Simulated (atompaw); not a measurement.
Cutoff test, beryllium (Be), PAW (atompaw)

Be (Z = 4), PAW, made with atompaw 4.2.0.5 (PBE, non-relativistic). Core none, reference 1s2 2s2 2p0. Waves: 1s (bound); 2s (bound); 2p (bound, empty); 2p channel at 1.35 Ry; 3d channel at 0.05 Ry. Local part: bessel scheme, radius 2.45 bohr. Core correction: none. Augmentation charge: sinc compensation charge, radius 2.65 bohr; PAW radius 3.00 bohr; waves and projectors: bloechl.

The pseudo-atom Hamiltonian at the reference potential is diagonalised in spherical Bessel functions j_l(qr) that vanish at 20 bohr, with q² up to the cutoff. All-electron valence levels (Ry): 1s -7.8052, 2s -0.4122, 2p -0.1484.

**Question.** How do the lowest levels (Ry) of each channel move with the cutoff, and are there ghosts?

**Answer.**

| cutoff (Ry) | s #1 | s #2 | p #1 | p #2 | d #1 | d #2 | f #1 | f #2 | Σ f·Δε (mRy) |
| --- | --- | --- | --- | --- | --- | --- | --- | --- | --- |
| 8 | -7.7911 | -0.2889 | -0.1479 | 0.0386 | 0.0651 | 0.1544 | 0.1135 | 0.2417 | 274.9 |
| 10 | -7.7985 | -0.3470 | -0.1483 | 0.0385 | 0.0651 | 0.1544 | 0.1135 | 0.2417 | 144.0 |
| 12 | -7.8023 | -0.3837 | -0.1484 | 0.0385 | 0.0651 | 0.1544 | 0.1135 | 0.2417 | 63.1 |
| 15 | -7.8040 | -0.4014 | -0.1484 | 0.0385 | 0.0651 | 0.1544 | 0.1135 | 0.2417 | 24.0 |
| 18 | -7.8049 | -0.4101 | -0.1484 | 0.0385 | 0.0651 | 0.1544 | 0.1135 | 0.2417 | 4.8 |
| 21 | -7.8051 | -0.4116 | -0.1484 | 0.0385 | 0.0651 | 0.1544 | 0.1135 | 0.2417 | 1.6 |
| 25 | -7.8052 | -0.4120 | -0.1484 | 0.0385 | 0.0651 | 0.1544 | 0.1135 | 0.2417 | 0.5 |
| 30 | -7.8052 | -0.4122 | -0.1484 | 0.0385 | 0.0651 | 0.1544 | 0.1135 | 0.2417 | 0.1 |
| 35 | -7.8052 | -0.4122 | -0.1484 | 0.0385 | 0.0651 | 0.1544 | 0.1135 | 0.2417 | 0.0 |
| 400 | -7.8052 | -0.4122 | -0.1484 | 0.0385 | 0.0651 | 0.1544 | 0.1135 | 0.2417 | 0.0 |

Result: no extra level below or beside the all-electron valence levels (s, p, d, f tested); 10 mRy is reached at 18 Ry and 1 mRy at 25 Ry.
